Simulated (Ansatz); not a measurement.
`F[C](F)(F)[Sn]([F])([F])[C](F)(F)F` → 2 C• + 8 F• + Sn•  (atomization)

Calculated with Ansatz (gas phase, PBE0-D4/def2-TZVP geometries, no zero-point term in ΔE). CCSD(T)/CBS is the MP2 limit (def2-TZVPP, def2-QZVPP) plus CCSD(T) − MP2 in def2-TZVPP, frozen cores. This one scheme is used for every species, atoms too. For atomizations the MP2-based limit and the directly extrapolated one differ by several kJ/mol either way, and by 10 to 25 for some Ge, Se and Sn compounds, so smaller differences from it don't rank the levels. Functionals use def2-TZVPP. B3LYP here is the variant with VWN-RPA as its local correlation; programs differ in this. Open shells (•) are unrestricted, without spin–orbit coupling. Spin–orbit coupling would lower the free atoms: a little for C, F; strongly for Sn. Elements past krypton have def2 core potentials. Bonds to Sn are less sure, by a few kJ/mol each and by 10 to 20 or more in all where they break to atoms, as the def2 sets lack core-valence functions.

| level | ΔE (kJ/mol) | difference from CCSD(T)/CBS |
| --- | --- | --- |
| LDA (SPW92) | 5248.5 | 1048.2 |
| BLYP-D4 | 4245.2 | 44.9 |
| r2SCAN-D4 | 4237.7 | 37.4 |
| PBE0-D4 | 4193.9 | -6.4 |
| B3LYP-D4 | 4134.8 | -65.5 |
| BHLYP-D4 | 3833.2 | -367.1 |
| CAM-B3LYP-D4 | 4212.7 | 12.4 |
| ωB97M-V | 4198.6 | -1.7 |
| PBE-QIDH | 4125.4 | -74.9 |
| r2SCAN | 4230.4 | 30.1 |
| r2SCANh | 4142.4 | -57.9 |
| BHLYP | 3797.1 | -403.2 |
| LC-ωPBE | 4246.0 | 45.7 |
| RPA@PBE/def2-TZVPP | 3662.0 | -538.3 |
| SCS-MP2/def2-QZVPP | 4225.2 | 24.9 |
| HF/CBS(def2) | 2652.4 | -1547.9 |
| CCSD(T)/CBS | 4200.3 | 0 |

Largest T1 diagnostic among the species: 0.014.

In def2-TZVPP, CCSD(T) changes the Hartree–Fock value by +1406.9 kJ/mol (the triples alone add +123.3 kJ/mol) and MP2 by +1656.5 kJ/mol; breaking electron pairs costs correlation energy, which Hartree–Fock lacks. From r2SCAN to r2SCAN0 (25 % exact exchange), in def2-TZVPP and without D4, ΔE moves by −213.4 kJ/mol: exact exchange takes away binding that semilocal exchange gives to molecules.
